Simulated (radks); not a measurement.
Pt, configuration [Xe] 4f14 5d8 6s2 (not the ground configuration). Calculated with a radial shooting solver on a logarithmic mesh with Libxc functionals: scalar-relativistic Kohn-Sham, r2SCAN, spin-polarised, spherical densities, finite nucleus; open shells are filled with parallel spins first (spin-orbit coupling, left out, can overturn this in heavy ions); meta-GGA in the generalised Kohn-Sham scheme; Fermi nuclear charge, rms radius 5.427 fm.

X-ray form factor f0, the Fourier transform of the density (f0(0) = 78):

sin(theta)/lambda (1/angstrom),f0 (electrons)
0.05,76.876
0.1,73.952
0.15,70.127
0.2,66.093
0.25,62.181
0.3,58.502
0.4,51.926
0.5,46.338
0.6,41.588
0.8,33.895
1,27.881
1.25,22.294
1.5,18.578
2,14.527
